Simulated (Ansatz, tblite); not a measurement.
Removing and adding an electron: Cu(C2H4)H (C₂H₅Cu). The state is a singlet with charge 0. Geometry: r2SCAN-D4/def2-TZVP. Ansatz, gas phase; energy differences of separate SCF runs; the oxidised species was run as a doublet alone; the reduced species was run as a doublet alone.

```xyz
8

Cu   -0.138   -1.269   -0.319
C     0.369    0.731   -0.446
C    -0.234    0.495    0.753
H     1.450    0.724   -0.545
H    -0.195    1.094   -1.300
H    -1.298    0.661    0.892
H     0.347    0.292    1.647
H    -0.300   -2.730   -0.681
```

The xTB rows come from tblite. Correlated methods freeze 11 core orbitals.

| level | −HOMO (eV) | vertical IE (eV) | −LUMO (eV) | vertical EA (eV) | HOMO–LUMO gap (eV) | IE − EA (eV) |
| --- | --- | --- | --- | --- | --- | --- |
| GFN1-xTB | 10.93 | 14.07 | 8.26 | 4.84 | 2.68 | 9.23 |
| PBE-D4/def2-TZVP | 5.35 | 8.78 | 2.68 | – | 2.68 | – |
| r2SCAN-D4/def2-TZVP | 5.46 | 8.68 | 2.52 | – | 2.94 | – |
| PBE0-D4/def2-TZVP | 6.38 | 8.59 | 1.73 | – | 4.65 | – |
| MP2/def2-TZVPD | – | – | – | -0.24 | – | – |
| CCSD/def2-TZVPD | – | – | – | -0.27 | – | – |

Question: Estimate the rows for GFN2-xTB, HF/def2-TZVPD, PBE-D4/def2-TZVPD, r2SCAN-D4/def2-TZVPD, PBE0-D4/def2-TZVPD, CCSD(T)/def2-TZVPD.

Answer: 
```json
{"level": "GFN2-xTB", "−HOMO (eV)": "9.26", "vertical IE (eV)": "13.78", "−LUMO (eV)": "7.11", "vertical EA (eV)": "3.51", "HOMO–LUMO gap (eV)": "2.15", "IE − EA (eV)": "10.27", "remarks": "–"}
{"level": "HF/def2-TZVPD", "−HOMO (eV)": "–", "vertical IE (eV)": "–", "−LUMO (eV)": "–", "vertical EA (eV)": "-0.86", "HOMO–LUMO gap (eV)": "–", "IE − EA (eV)": "–", "remarks": "–"}
{"level": "PBE-D4/def2-TZVPD", "−HOMO (eV)": "5.36", "vertical IE (eV)": "–", "−LUMO (eV)": "2.72", "vertical EA (eV)": "0.01", "HOMO–LUMO gap (eV)": "2.64", "IE − EA (eV)": "–", "remarks": "HOMO above zero (-1 doublet)"}
{"level": "r2SCAN-D4/def2-TZVPD", "−HOMO (eV)": "5.47", "vertical IE (eV)": "–", "−LUMO (eV)": "2.55", "vertical EA (eV)": "-0.01", "HOMO–LUMO gap (eV)": "2.92", "IE − EA (eV)": "–", "remarks": "HOMO above zero (-1 doublet)"}
{"level": "PBE0-D4/def2-TZVPD", "−HOMO (eV)": "6.39", "vertical IE (eV)": "–", "−LUMO (eV)": "1.80", "vertical EA (eV)": "-0.03", "HOMO–LUMO gap (eV)": "4.59", "IE − EA (eV)": "–", "remarks": "HOMO above zero (-1 doublet)"}
{"level": "CCSD(T)/def2-TZVPD", "−HOMO (eV)": "–", "vertical IE (eV)": "–", "−LUMO (eV)": "–", "vertical EA (eV)": "-0.24", "HOMO–LUMO gap (eV)": "–", "IE − EA (eV)": "–", "remarks": "–"}
```

   A HOMO above zero means that the electron is unbound at that level or that self-interaction error raises the level; the energy of removing that electron tells which. Raw xTB energy differences between charge states are shifted by several eV; the methods need an empirical correction for them. A negative affinity means that the extra electron isn't bound; its size then hangs on the basis.
